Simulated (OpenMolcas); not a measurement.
# What dynamic correlation does to the levels of V II

```
Program             : OpenMolcas
Basis               : ANO-RCC-VTZP [6s5p3d2f1g]
Scalar Hamiltonian  : DKH2, point nucleus
Active space        : 4 electrons in 5 orbitals (3d)
State averaging     : 2S+1 = 5 even, 5 roots; 2S+1 = 3 even, 45 roots; 2S+1 = 1 even, 50 roots (44 in the spin-orbit step)
Spin-orbit coupling : RASSI with atomic mean-field integrals over the reference wave functions, term energies averaged over their components
```

Methods on the same reference wave functions:
A. CASSCF
B. SS-CASPT2, IPEA 0.25 Eh, imaginary shift 0.1 Eh (closed shells correlated: 3s 3p)
C. MS-CASPT2, IPEA 0.25 Eh, imaginary shift 0.1 Eh (closed shells correlated: 3s 3p)
D. XMS-CASPT2, IPEA 0.25 Eh, imaginary shift 0.1 Eh (closed shells correlated: 3s 3p)

Energies in cm⁻¹ above 3d⁴ ⁵D₀, the measured ground level; measured values from NIST Handbook of Basic Atomic Spectroscopic Data.

| Level | A | B | C | D | Measured |
| --- | --- | --- | --- | --- | --- |
| 3d⁴ ⁵D₀ | 0.0 | 0.0 | 0.0 | 0.0 | 0.0 |
| 3d⁴ ⁵D₁ | 38.6 | 39.6 | 39.7 | 39.3 | 36.0 |
| 3d⁴ ⁵D₂ | 115 | 117 | 118 | 117 | 107 |
| 3d⁴ ⁵D₃ | 228 | 231 | 231 | 230 | 209 |
| 3d⁴ ⁵D₄ | 374 | 376 | 376 | 376 | 339 |
| 3d⁴ ³H₄ | 15783 | 12240 | 12240 | 13720 |  |
| 3d⁴ ³H₅ | 15861 | 12320 | 12320 | 13800 |  |
| 3d⁴ ³H₆ | 15951 | 12410 | 12420 | 13890 |  |
| 3d⁴ ³P₀(1) | 17175 | 10790 | 10770 | 12360 |  |
| 3d⁴ ³P₁(1) | 17400 | 11020 | 11000 | 12600 |  |
| 3d⁴ ³P₂(1) | 17823 | 11440 | 11430 | 13020 |  |
| 3d⁴ ³F₂(1) | 18105 | 12930 | 12890 | 14170 |  |
| 3d⁴ ³F₃(1) | 18141 | 12970 | 12940 | 14210 |  |
| 3d⁴ ³F₄(1) | 18191 | 13020 | 12990 | 14270 |  |
| 3d⁴ ³G₃ | 19906 | 15200 | 15200 | 16710 |  |
| 3d⁴ ³G₄ | 20001 | 15300 | 15300 | 16800 |  |
| 3d⁴ ³G₅ | 20094 | 15400 | 15400 | 16900 |  |
| 3d⁴ ¹I₆ | 23625 | 18660 | 18660 | 19490 |  |
| 3d⁴ ¹G₄(1) | 24822 | 18200 | 18150 | 18970 |  |
| 3d⁴ ³D₃ | 25738 | 19380 | 19380 | 20630 |  |
| 3d⁴ ³D₂ | 25772 | 19410 | 19410 | 20660 |  |
| 3d⁴ ³D₁ | 25803 | 19440 | 19440 | 20700 |  |
| 3d⁴ ¹S₀ | 28809 | 19630 | 19630 | 20560 |  |
| 3d⁴ ¹D₂ | 30917 | 22900 | 22900 | 23330 |  |

Deviations, from unrounded energies. A percentage is the sum of absolute deviations over the sum of measured energies, with the sign that they share, or ± where signs differ.

```json
{"Against measurement": "mean absolute deviation (cm-1)", "Levels": "4", "A": "16", "B": "18", "C": "18", "D": "18"}
{"Against measurement": "fine structure of the ground term (%)", "Levels": "4", "A": "+9.4", "B": "+10.6", "C": "+10.7", "D": "+10.2"}
```

A, B, C, D lie about equally close to measurement. The largest miss of A in the table is 3d⁴ ⁵D₄, by +35 cm-1. The ranking rests on the paired levels alone, and a cruder setting can come out closer through cancelling errors.

Among B to D the level of the table that moves most is 3d⁴ ³P₂(1), by 1600 cm-1 (lowest in C, highest in D). Moves below CASPT2's spread within the term are not significant.

The two smallest mean deviations differ by little beside CASPT2's spread within terms, so their order carries little weight.

From A to B the spin-free energies of the other terms of 3d⁴ shown, above ⁵D, scale by factors of 0.63 to 0.79.

The lowest spin-free term lies below A's lowest term by 0.386 hartree in B, 0.386 hartree in C, 0.395 hartree in D.

Term energies are means over components that CASPT2 splits; among the terms shown or strongly mixed into the levels shown the widest spread is 3100 cm-1 (3d⁴ ¹G(1), D). Some high roots are left out of the spin-orbit mixing, which shifts the levels that they would mix with. The CASPT2 spread within a term exceeds the gap to the next term for 3d⁴ ¹G(1) and 3d⁴ ¹I, so the order of their levels is uncertain (figures for B; the like holds for C, D). Without dynamic correlation excited terms often stand tens of per cent too high (terms of higher spin than the ground term too low), and those without a measured partner can miss by more than the paired ones (holds for A). Computed and measured levels are paired by configuration, term and J; levels that our copy of the source lacks, or whose pairing is in doubt (as where it misses far off the trend of its configuration), stay unpaired and out of the deviations. Levels of configurations outside the active space are missing. The table leaves out levels that lie high or whose names do not pair safely across all columns.

A number in round brackets counts repeated terms of one configuration in the order of the reference energies.
